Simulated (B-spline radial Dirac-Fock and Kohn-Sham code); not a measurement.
**Elastic and transport cross sections of lead for electrons**

Model: relativistic (Dirac) partial waves in the static field of the Dirac-Fock atom with Furness-McCarthy exchange, without polarisation or absorption potentials. Program: a radial atomic solver. σ_tr1 and σ_tr2 weight the cross section with 1 − P₁ and 1 − P₂ of cos θ; "backward" is the share scattered beyond 90°.

| energy (eV) | σ (a₀²) | σ_tr1 (a₀²) | σ_tr2 (a₀²) | σ/σ_tr1 | backward (%) |
| --- | --- | --- | --- | --- | --- |
| 30600 | 1.72 | 0.0332 | 0.0636 | 51.7 | 0.45 |
| 32600 | 1.65 | 0.0302 | 0.0584 | 54.7 | 0.42 |
| 42300 | 1.41 | 0.0204 | 0.0408 | 69.1 | 0.31 |
| 50000 | 1.27 | 0.0158 | 0.0324 | 80.3 | 0.25 |
| 65200 | 1.08 | 0.0106 | 0.0223 | 102 | 0.18 |
| 73900 | 1.00 | 0.00874 | 0.0187 | 115 | 0.15 |
| 100000 | 0.838 | 0.00551 | 0.0121 | 152 | 0.11 |
| 101000 | 0.833 | 0.00543 | 0.0120 | 153 | 0.10 |
| 134000 | 0.710 | 0.00353 | 0.00799 | 201 | 0.072 |
| 200000 | ? | ? | ? | ? | ? |
| 300000 | 0.479 | 0.00105 | 0.00252 | 456 | 0.024 |

Problem. Fill in the row for 200 keV.

Solution. σ = 0.576 a₀², σ_tr1 = 0.00193 a₀², σ_tr2 = 0.00450 a₀², σ/σ_tr1 = 299, backward 0.042 %. The ratio σ/σ_tr1 is roughly the number of elastic collisions that randomise the direction.

Values without a named source are computed, but for edge energies of neutral atoms, which are taken from tables.
